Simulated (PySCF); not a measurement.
Computed shifts of a molecule C5H8O, B3LYP/pcSseg-1 run with PySCF, GIAO, gas phase, equivalent atoms averaged, in ppm (number of nuclei): ¹³C: 141.3 (2), 78.4 (1), 50.0 (2). ¹H: 6.24 (2), 4.37 (1), 2.95 (2), 2.63 (2), 1.20 (1). References: ¹⁷O against H2O (σ = 333.8 ppm); ¹³C against TMS (σ = 181.3 ppm); ¹H against TMS (σ = 31.68 ppm), references at their B3LYP-D3(BJ)/def2-TZVP geometries, non-relativistic. Coordinates come from a B3LYP-D3(BJ)/def2-SVP optimisation. The values are those of a single conformer.

Question: Which molecule gave these data?
A. C=C1CC(O)C1
B. C=C=CCCO
C. C#CC[C@H](C)O
D. OC1CC=CC1

Answer: D, OC1CC=CC1
